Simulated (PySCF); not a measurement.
A structure optimised at PBE0-D3(BJ)/def2-SVP, used in a PySCF frequency run:

```xyz
5

Ga     0.0135    -0.0043     0.0000
F     -1.6928    -0.3423     0.0000
F      1.0924    -1.3583     0.0000
O      0.6316     1.6416     0.0000
H     -0.0667     2.3064     0.0000
```
Charge 0, spin multiplicity 1.

Question: Write its SMILES, formula and point group.

Answer: [OH][Ga]([F])[F], F2GaHO, Cs

Question: What are its rotational constants (standard atomic weights)?

Answer: 6.0698, 5.8849, 2.9880 GHz
